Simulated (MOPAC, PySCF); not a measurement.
H₈Ga₂N₂, SMILES `[NH2+]1[GaH2-][NH2+][GaH2-]1`, neutral singlet in the gas phase. 

Cartesian coordinates (Å):
SMILES: [NH2+]1[GaH2-][NH2+][GaH2-]1
```xyz
12

N      0.0993     1.3313     0.3488
Ga     1.4686    -0.1050    -0.0158
N     -0.0992    -1.3309    -0.3485
Ga    -1.4686     0.1057     0.0156
H      0.1495     2.1269    -0.2876
H      0.1367     1.7120     1.2945
H      2.1778    -0.5093     1.3206
H      2.1974     0.1938    -1.3692
H     -0.1367    -1.7134    -1.2934
H     -0.1494    -2.1253     0.2895
H     -2.1996    -0.1942     1.3676
H     -2.1759     0.5084    -1.3221
```
Charge 0, spin multiplicity 1.

All levels are single points at this geometry (CAM-B3LYP-D3(BJ)/def2-SVP); Pople sets use spherical d functions. Orbital energies aren't observables, and empty levels follow the basis.

| level | HOMO (eV) | LUMO (eV) | gap (eV) | dipole (D) | vertical IE, Delta-SCF (eV) |
|---|---|---|---|---|---|
| CAM-B3LYP-D3(BJ)/def2-TZVP in PySCF | -9.23 | 0.65 | 9.88 | 0.01 | 9.99 |
| PBE-D3(BJ)/def2-TZVP in PySCF | -6.56 | -0.92 | 5.63 | 0.01 | – |
| B3LYP/3-21G in PySCF | -7.42 | -0.16 | 7.25 | 0.01 | – |
| B3LYP/6-31G* in PySCF | -7.54 | -0.41 | 7.13 | 0.01 | 9.58 |
| B3LYP/LANL2DZ in PySCF | -7.64 | -0.25 | 7.39 | 0.01 | – |
| M06-2X/6-31G* in PySCF | -9.05 | 0.28 | 9.33 | 0.01 | – |
| SVWN5/6-31G* in PySCF | -6.55 | -1.08 | 5.48 | 0.01 | – |
| HF/6-31G* in PySCF | -11.01 | 2.27 | 13.27 | 0.01 | 10.00 |
| HF/STO-3G in PySCF | -6.26 | 9.21 | 15.48 | 0.01 | – |
| AM1 in MOPAC | -9.93 | -0.70 | 9.23 | 0.00 | – |
| PM3 in MOPAC | -10.32 | -3.06 | 7.26 | 0.00 | – |
| PM6 in MOPAC | -10.61 | 0.80 | 11.40 | 0.00 | – |
| PM7 in MOPAC | -10.04 | 2.29 | 12.34 | 0.01 | – |
